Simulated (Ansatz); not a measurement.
Reaction (formal exchange of groups at the Si–Cl bond): `OC[SiH](S)Cl` + CH₄ → `C[SiH](S)CO` + HCl

Program: Ansatz. Geometries: PBE0-D4/def2-TZVP. ΔE: electronic, gas phase. CCSD(T)/CBS is the MP2 limit (def2-TZVPP, def2-QZVPP) plus CCSD(T) − MP2 in def2-TZVPP, frozen cores. This one scheme is used for every species. DFT in def2-TZVPP. Each species was taken in one conformer, which may not be the lowest.

```
        level  ΔE (kJ/mol)
       B2PLYP        105.6
HF/def2-TZVPP        114.4
```

(1) What does CCSD(T)/CBS give? (Best estimate.)

Largest T1 diagnostic among the species: 0.011.

Answers

(1) Ansatz gave: +102.6 kJ/mol. The listed levels differ from it by 3.0, 11.8 kJ/mol.

In def2-TZVPP, CCSD(T) changes the Hartree–Fock value by −15.5 kJ/mol (the triples alone add −1.1 kJ/mol) and MP2 by −9.7 kJ/mol.
